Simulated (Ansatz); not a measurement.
Reactions of H8N2O3Si2, SMILES `N[SiH](O)[Si](N)(O)O`.

Computed with Ansatz on PBE0-D4/def2-TZVP structures; ΔE is electronic, products minus reactants. CCSD(T)/CBS adds triple-zeta CCSD(T) − MP2 to the extrapolated MP2 energy (def2 sets, frozen cores). This one scheme is used for every species. DFT in def2-TZVPP. def2 core potentials past Kr. For Br, Mo outer-core shells are correlated without core-valence functions, which leaves a few kJ/mol of doubt a bond. Scalar relativity is left out up to krypton. One conformer a species, not always the lowest.

```tsv
reaction	HF/CBS(def2) (kcal/mol)	B2PLYP (kcal/mol)	CCSD(T)/CBS(def2) (kcal/mol)
`N[SiH](O)[Si](N)(O)O` + CH₃OH → `CO[SiH](N)O` + `N[SiH](O)O`	-38.8	-32.5	-31.3
`N[SiH](O)[Si](N)(O)O` + HBr → `N[SiH](O)Br` + `N[SiH](O)O`	-35.0	-29.9	-29.5
`N[SiH](O)[Si](N)(O)O` + `CCCCCCC` → `N[Si@H](O)[Si@H](N)O` + `CCCCCCCO`	51.9	51.1	51.2
`N[SiH](O)[Si](N)(O)O` + H₂ → `N[Si@H](O)[Si@H](N)O` + H₂O	23.6	24.9	24.8
`N[SiH](O)[Si](N)(O)O` → `N[Si](O)(O)O` + `N[SiH]`	24.4	28.7	31.2
`N[SiH](O)[Si](N)(O)O` + `CON` → `CO[SiH](N)O` + `N[Si](N)(O)O`	-109.7	-100.5	-101.2
`N[SiH](O)[Si](N)(O)O` + `C=N` → `C=N[SiH](N)O` + `N[SiH](O)O`	-22.2	-17.0	-15.8
`N[SiH](O)[Si](N)(O)O` + `[F][Mo](=[S])(=[S])[Cl]` → `N[SiH](F)[Si](N)(O)O` + `[OH][Mo](=[S])(=[S])[Cl]`	-8.3	-7.0	-7.5
`N[SiH](O)[Si](N)(O)O` → `N[SiH](O)O` + `N[Si]O`	23.1	25.4	28.6
`N[SiH](O)[Si](N)(O)O` + `C[SiH2]C=O` → `C[SiH2][SiH](N)O` + `N[Si](O)(O)C=O`	-3.4	-1.9	-1.9
```

Largest T1 diagnostic: 0.024, for `[OH][Mo](=[S])(=[S])[Cl]`.
